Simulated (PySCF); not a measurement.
## WH4, triplet: molecular constants

Computed with PySCF, UBP86, basis W def2-TZVP with ECP60, H def2-TZVP (scalar-relativistic core potentials, no spin–orbit coupling, density fitting).

The structure is a minimum.

```xyz
5
charge 0 multiplicity 3, angstrom
W     0.0000    0.0000    0.0000
H     0.9884    0.9884    0.9884
H    -0.9884   -0.9884    0.9884
H     0.9884   -0.9884   -0.9884
H    -0.9884    0.9884   -0.9884
```

* Point group: Td
* Bond lengths: W–H 1.712 Å (×4)
* Bond angles: H–W–H 109.5° (×6)
* Rotational constants: 2.14, 2.14, 2.14 cm⁻¹
* Dipole moment: 0.00 D
* Spin squared ⟨S²⟩: 2.016
* Highest occupied level (α): -5.35 eV
* Entropy at 298.15 K and 1 bar (electronic part: spin only): 246.1 J/(mol K)
* Lowest empty level (β): -3.34 eV
* Zero-point energy: 64.8 kJ/mol
* Rotational symmetry number: 12
* Principal polarisabilities: 48.9, 48.9, 48.9 bohr³
* Principal quadrupole moments (Buckingham, traceless) about the centre of mass: 0.00, 0.00, 0.00 D Å
* Enthalpy at 298.15 K above 0 K: 11.98 kJ/mol
* Atomisation energy without zero-point energy: 1243 kJ/mol
* Heat capacity Cp at 298.15 K: 54.7 J/(mol K)

Harmonic modes (masses in u: W 183.951, H 1.008):
```csv
symmetry,ω (cm⁻¹),"IR (km/mol, summed over degenerate members)",type
t2,572,278,bend
e,667,0.0,bend
t2,1937,507,stretch
a1,1973,0.0,stretch
```

In Td the vibrations span 2t2 + e + a1. The a1, e modes carry no infrared intensity, as symmetry demands.

Charges (e):
```tsv
atom	Mulliken	Löwdin	polar tensor	spin (Mulliken)	Mayer order to W1
W1	0.41	0.27	0.99	2.32	–
H2,3,4,5	-0.10	-0.07	-0.25	-0.08	0.99
```

Mulliken populations on W1 (electrons outside its core potential): s 2.87, p 6.27, d 4.44, f 0.02.

Outer orbital energies (eV). α occupied: -9.53, -8.14, -8.14, -8.14, -5.35, -5.35; empty: -3.01, -3.01, -3.01, 1.50. β occupied: -9.13, -7.90, -7.90, -7.90; empty: -3.34, -3.34, -2.40, -2.40.

Formally W is in oxidation state +4, d2, with 2 unpaired electrons (the high-spin count). The Mulliken spin on W is 2.32. The polar-tensor charge on W, 0.99, is far below the formal one.

Only a few start shapes were tried, so a lower isomer may exist. Open d and f shells are described by one determinant, and the ground state may have another occupation or spin. Spin–orbit coupling, left out here, can matter for elements this heavy.

The final relaxation and frequency run took 23 s on 2 threads of a shared Arm Neoverse V2 host, with 64 basis functions and 6 gradients; the process peaked at 0.89 GiB. Launch command: `OMP_NUM_THREADS=2 python axn.py task.json out`.
